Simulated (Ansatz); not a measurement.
Computed with frozen-core CCSD(T)/cc-pVTZ // B3LYP-D3(BJ)/def2-TZVP (Ansatz, an electronic-structure program). The restricted HF reference is unstable towards unrestricted orbitals.

Ansatz 0.2 input:
```yaml
crystal:
  periodic: [false, false, false]
  atoms:
    - { symbol: C, position_ang: [1.408266, -0.638586, -0.200778] }
    - { symbol: C, position_ang: [0.311842, -0.173954, -0.017723] }
    - { symbol: C, position_ang: [-0.980792, 0.33984, 0.201772] }
    - { symbol: S, position_ang: [-1.3853, 1.911998, 0.121016] }
    - { symbol: H, position_ang: [2.382395, -1.030495, -0.365549] }
    - { symbol: H, position_ang: [-1.736409, -0.408803, 0.441135] }
basis:
  gaussian: { orbitals: cc-pVTZ }
correlation:
  method: ccsd_t
```

Output:

```
Functional definition: HF
877 factors; integrals over basis functions are off by at most 1.0e-3 eV
mean field evaluation 1: about -13937.0878 eV, gradient 2.4e1 eV
mean field evaluation 2: about -13937.4123 eV, gradient 2.4e1 eV
mean field evaluation 4: about -13939.1314 eV, gradient 3.4e0 eV
mean field evaluation 8: about -13939.1704 eV, gradient 3.1e-1 eV
mean field evaluation 16: about -13937.0866 eV, gradient 2.4e1 eV
mean field evaluation 32: about -13932.4830 eV, gradient 4.3e-1 eV
mean field -13939.17100140 eV, -512.2550859921 hartree, gradient 1.9e-6 eV, S^2 0.000000; 0 other end points of the search recorded, 0 dependent functions left out; unrestricted orbitals would lower it
8 core orbitals not correlated
reference -13939.17100140 eV, -512.2550859921 hartree; 10, 10 occupied and 134, 134 virtual orbitals, 877 factors
second order -17.02304316 eV of doubles, -0.00000000 eV of singles
cycle   1  -16.94405421 eV  change    7.9e-2 eV  update   1.2e-1
cycle   2  -17.49311228 eV  change   -5.5e-1 eV  update   3.8e-2
cycle   3  -17.62612844 eV  change   -1.3e-1 eV  update   2.0e-2
cycle   4  -17.62261244 eV  change    3.5e-3 eV  update   6.6e-3
cycle   5  -17.62535814 eV  change   -2.7e-3 eV  update   3.7e-3
cycle   6  -17.62613207 eV  change   -7.7e-4 eV  update   1.1e-3
cycle   7  -17.62583557 eV  change    3.0e-4 eV  update   5.0e-4
cycle   8  -17.62573478 eV  change    1.0e-4 eV  update   1.6e-4
cycle   9  -17.62573692 eV  change   -2.1e-6 eV  update   6.4e-5
cycle  10  -17.62569611 eV  change    4.1e-5 eV  update   2.2e-5
cycle  11  -17.62569369 eV  change    2.4e-6 eV  update   1.2e-5
perturbative correction -1.01637926 eV, -0.0373512489 hartree
Total energy: -13957.81307436 eV, -512.9401695371 hartree
```

Cost: very roughly 30 core-seconds.
